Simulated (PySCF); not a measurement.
C3H9NOSi, SMILES CN1C[SiH](O)C1. Atoms are numbered in the order given.

```xyz
15

C     -2.4869     0.3074     0.0000
N     -1.0447     0.3419     0.0000
C     -0.3634    -0.2744    -1.1564
Si     1.1290    -0.4536     0.0000
O      2.2392     0.7870     0.0000
C     -0.3634    -0.2744     1.1564
H     -2.8895    -0.7334     0.0000
H     -2.8781     0.8236     0.8920
H     -2.8781     0.8236    -0.8920
H     -0.3470     0.3669    -2.0552
H     -0.8008    -1.2617    -1.4441
H      1.9532    -1.6908     0.0000
H      1.8628     1.6758     0.0000
H     -0.3470     0.3669     2.0552
H     -0.8008    -1.2617     1.4441
```
Charge 0, spin multiplicity 1.

Coordinates come from a r2SCAN-D4/def2-SVP optimisation. The structure was generated by enumeration, and PubChem lists no compound with its InChIKey, so it may never have been made. One conformer was computed; it need not be the lowest.

Computed with TDA-PBE/def2-SVPD (PySCF).

Vertical excitations. The molecule is in vacuum. State labels are in the subgroup Cs.

```json
[
 {"state": "S1", "symmetry": "A'", "energy (eV)": "4.71", "λ (nm)": "263", "f": "0.001", "main pairs": "HOMO→LUMO 99 %"},
 {"state": "S2", "symmetry": "A'", "energy (eV)": "5.20", "λ (nm)": "238", "f": "0.028", "main pairs": "HOMO→LUMO+1 99 %"},
 {"state": "S3", "symmetry": "A\"", "energy (eV)": "5.25", "λ (nm)": "236", "f": "0.002", "main pairs": "HOMO→LUMO+2 100 %"},
 {"state": "S4", "symmetry": "A'", "energy (eV)": "5.74", "λ (nm)": "216", "f": "0.026", "main pairs": "HOMO→LUMO+3 98 %"},
 {"state": "S5", "symmetry": "A'", "energy (eV)": "6.11", "λ (nm)": "203", "f": "0.022", "main pairs": "HOMO→LUMO+4 89 %"},
 {"state": "S6", "symmetry": "A\"", "energy (eV)": "6.23", "λ (nm)": "199", "f": "0.006", "main pairs": "HOMO−1→LUMO 99 %"},
 {"state": "S7", "symmetry": "A\"", "energy (eV)": "6.38", "λ (nm)": "194", "f": "0.001", "main pairs": "HOMO→LUMO+6 99 %"},
 {"state": "S8", "symmetry": "A'", "energy (eV)": "6.47", "λ (nm)": "192", "f": "0.008", "main pairs": "HOMO→LUMO+5 88 %"},
 {"state": "S9", "symmetry": "A\"", "energy (eV)": "6.70", "λ (nm)": "185", "f": "0.011", "main pairs": "HOMO−1→LUMO+1 99 %"},
 {"state": "S10", "symmetry": "A'", "energy (eV)": "6.73", "λ (nm)": "184", "f": "0.016", "main pairs": "HOMO→LUMO+7 98 %"},
 {"state": "T1", "symmetry": "A'", "energy (eV)": "4.58", "λ (nm)": "271", "f": "0", "main pairs": "HOMO→LUMO 99 %"},
 {"state": "T2", "symmetry": "A'", "energy (eV)": "5.05", "λ (nm)": "245", "f": "0", "main pairs": "HOMO→LUMO+1 100 %"},
 {"state": "T3", "symmetry": "A\"", "energy (eV)": "5.18", "λ (nm)": "239", "f": "0", "main pairs": "HOMO→LUMO+2 100 %"},
 {"state": "T4", "symmetry": "A'", "energy (eV)": "5.61", "λ (nm)": "221", "f": "0", "main pairs": "HOMO→LUMO+3 99 %"}
]
```
Triplets are in the Tamm–Dancoff approximation.
